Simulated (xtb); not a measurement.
Pb(Br)(SH) (BrHPbS), SMILES [SH][Pb][Br] (connectivity only; charge and spin as stated), neutral, multiplicity 1. All values are semi-empirical tight-binding results from xtb (GFN2-xTB unless named), good for trends rather than for accurate numbers. Geometry optimised at GFN2-xTB. Other conformers were not sampled.

For metal compounds this method's bond lengths and energies can be far off.

| Item | Value |
|---|---|
| point group as xtb finds it | Cs |
| orbital gap | 2.53 eV |
| zero-point energy | 5.6 kcal/mol |
| G − E(el) at 298.15 K (modified RRHO) | -14.9 kcal/mol |
